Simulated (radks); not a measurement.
Task: These are the eigenvalues of the occupied orbitals of an atom or ion with whole-number occupations (Ry). Calculated with a radial shooting solver on a logarithmic mesh with Libxc functionals: scalar-relativistic Kohn-Sham, r2SCAN, spin-polarised, spherical densities, finite nucleus; meta-GGA in the generalised Kohn-Sham scheme; Fermi nuclear charge, rms radius of each element as measured or else 0.836 A^(1/3) + 0.57 fm.

1s up: -6063.402
1s down: -6063.401
2s up: -1172.653
2s down: -1172.002
2p up: -1030.236
2p down: -1029.716
3s up: -368.1608
3s down: -368.0117
3p up: -326.5842
3p down: -326.3757
3d up: -282.9197
3d down: -282.4608
4s up: -161.3695
4s down: -159.9193
4p up: -146.1858
4p down: -144.7578
4d up: -128.9141

Which element is it, and in what charge state? The configuration may be excited. Open shells, if any, are filled with parallel spins first.

Result: Z = 79, gold, charge +38: Au38+ in [Kr] 4d5. The list shows which subshells hold electrons but not how many an open one holds; the 1s level, -3031.7 hartree, gives Z - s = 77.9 by -(Z - s)^2/2, which with screening and relativity narrows Z to a few neighbours, and the depths of the outer levels then fix element, charge and occupations together.
